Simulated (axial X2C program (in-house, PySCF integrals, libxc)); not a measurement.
Excited states of ZnS by EOM-EE-CCSD

Computed with an in-house all-electron X2C program for linear molecules (integrals from PySCF): two-component X2C with atomic mean-field Coulomb and Gaunt terms, Gaussian nuclei, basis Zn dyall-acv3z, S dyall-av3z with contracted cores.

R = 2.045 Å (near the PBE0 minimum at charge 0 of the determinant lowest at the starting distance; the state shown can have its own minimum elsewhere).

Hartree–Fock spinors of ZnS (one of each Kramers pair; a window near the gap, which can cut inner shells):

| ω | occupied | ε (eV) | character |
| --- | --- | --- | --- |
| 3/2 | yes | -22.97 | 99% Zn d |
| 5/2 | yes | -22.88 | 100% Zn d |
| 1/2 | yes | -21.76 | 49% Zn d, 40% S s, 6% Zn p |
| 1/2 | yes | -10.52 | 61% S p, 29% Zn s, 5% S s |
| 1/2 | yes | -8.82 | 83% S p, 10% Zn p, 6% Zn d |
| 3/2 | yes | -8.75 | 83% S p, 10% Zn p, 6% Zn d |
| 1/2 | no | -1.52 | 40% Zn p, 36% Zn s, 17% S p |
| 1/2 | no | 0.27 | 77% Zn p, 21% Zn s |
| 1/2 | no | 0.34 | 96% Zn p, 2% Zn d |
| 3/2 | no | 0.34 | 97% Zn p, 2% Zn d |
| 1/2 | no | 0.82 | 70% Zn s, 27% Zn p |
| 1/2 | no | 1.25 | 76% Zn p, 16% Zn d, 5% S d |

Vertical excitation energies from the closed-shell determinant state of ZnS:

```
 Ω  excitation (eV)   cm⁻¹       hole of the leading pair    particle of the leading pair  weight of the pair (for Ω = 0 its time-reversed partner can hold as much again)  singles weight
 2            0.646   5207  83% S pπ, 10% Zn pπ, 6% Zn dπ  34% Zn pσ, 32% Zn sσ, 25% S pσ                                                                             0.92            0.92
 1            0.669   5394  83% S pπ, 10% Zn pπ, 6% Zn dπ  34% Zn pσ, 32% Zn sσ, 25% S pσ                                                                             0.53            0.92
0⁻            0.696   5615  83% S pπ, 10% Zn pπ, 6% Zn dπ  34% Zn pσ, 32% Zn sσ, 25% S pσ                                                                             0.46            0.92
0⁺            0.697   5619  83% S pπ, 10% Zn pπ, 6% Zn dπ  34% Zn pσ, 32% Zn sσ, 25% S pσ                                                                             0.46            0.92
 1            1.002   8080            83% S pπ, 10% Zn pπ  36% Zn pσ, 32% Zn sσ, 23% S pσ                                                                             0.52            0.90
 1            2.333  18814            60% S pσ, 30% Zn sσ  35% Zn pσ, 31% Zn sσ, 25% S pσ                                                                             0.92            0.96
0⁻            2.333  18814            60% S pσ, 30% Zn sσ  35% Zn pσ, 31% Zn sσ, 25% S pσ                                                                             0.46            0.96
0⁺            3.878  31278            59% S pσ, 29% Zn sσ  39% Zn pσ, 31% Zn sσ, 21% S pσ                                                                             0.30            0.90
 1            4.182  33728            83% S pπ, 10% Zn pπ   67% Zn pπ, 12% S dπ, 10% S pπ                                                                             0.63            0.92
0⁻            4.197  33854            83% S pπ, 10% Zn pπ   67% Zn pπ, 12% S dπ, 11% S pπ                                                                             0.27            0.92
```

This point took 60 s on 1 thread of Arm Neoverse V2 (shared host).

Reference electrons by ω block (each with its −ω partner): 1/2: 16, 3/2: 6, 5/2: 1. 18 electrons of ZnS correlated (inner shells frozen), 84 natural virtual spinors (a truncated set); levels can be off by some tenths of an eV. Roots sought by Ω: (0: 5, 1: 4, 2: 3, 3: 1); the list ends where they run out and leaves out roots under 60 % singles weight. The solver can skip a root, and states that need a further excitation, which the method places far too high, are missing though they may lie low or lowest. T1 of the reference 0.025 (Lee–Taylor). Number of frozen shells: Zn 3 s, 2 p; S 2 s, 1 p. Large amplitudes in the reference (orbital relaxation or multireference character) lower the reliability.
